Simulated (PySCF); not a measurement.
Species: (OH)2Al-O-SiH3.
Bonds: Al1–O2, Al1–O3, Al1–O4, O4–Si5. Hydrogens: H6 on O2; H7 on O3; H8, H9, H10 on Si5.

A linear-response calculation (PySCF, def2-SVPD basis, gas phase, vertical, core orbitals frozen in the response) gave these numbers; the functional is withheld.

Orbital energies (eV): HOMO-3 -11.31, HOMO-2 -10.77, HOMO-1 -10.21, HOMO -10.17, LUMO -0.27, LUMO+1 1.44, LUMO+2 1.47.

| state | E (eV) | f | main configurations (H = HOMO, L = LUMO) |
| --- | --- | --- | --- |
| S1 | 6.94 | 0.0058 | H→L (79%) |
| S2 | 6.95 | 0.0025 | H-1→L (77%) |
| S3 | 7.06 | 0.0000 | H-2→L (90%) |
| S4 | 7.74 | 0.088 | H-3→L (74%) |
| S5 | 7.80 | 0.026 | H-4→L (78%) |
| S6 | 7.85 | 0.085 | H-5→L (80%) |

Triplets (Tamm–Dancoff): T1 6.68 eV, H→L (73%), H→L+1 (10%); T2 6.69 eV, H-1→L (71%), H-1→L+1 (8%); T3 6.74 eV, H-2→L (84%); T4 7.23 eV, H-3→L (67%).

Vertical ionisation energy by ΔSCF with the same functional: 11.16 eV. Mean static polarisability: 59.3 au.

Orbitals of the list HOMO-3 to LUMO+2 that lie within 0.01 eV of each other are written together with a slash and their weights summed (≥ marks a lower bound); for degenerate orbitals outside that list single weights are arbitrary.

Question: Name the functional.
A. B3LYP
B. CAM-B3LYP
C. HF
D. PBE

Answer: B. CAM-B3LYP is range-separated, 19% exact exchange at short range and 65% at long range (ω = 0.33 bohr⁻¹). In this run −ε(HOMO) = 10.17 eV differs from the ΔSCF value by -0.99 eV, and S1 differs from the orbital gap of 9.90 eV by -2.95 eV. The ratio −ε(HOMO)/IP is 0.91. Usual ranges for neutral molecules in this basis: 0.85 to 0.93 with CAM-B3LYP, 0.5 to 0.7 with PBE, 0.67 to 0.83 with B3LYP; with Hartree–Fock the ratio is 1 or more (Koopmans' value less the relaxation energy is the ΔSCF value).

Method: TDDFT CAM-B3LYP/def2-SVPD, vertical, gas phase, core orbitals frozen in the response (PySCF). The structure is a single PBE0-D3(BJ)/def2-SVP conformer in the gas phase; no vibrational or solvent corrections.

Time: 4.1 min (grids of density and orbitals included); peak memory 0.78 GiB. Hardware: one thread of an Intel Xeon at 2.50 GHz, shared host with 64 logical CPUs at a one-minute load of 62.
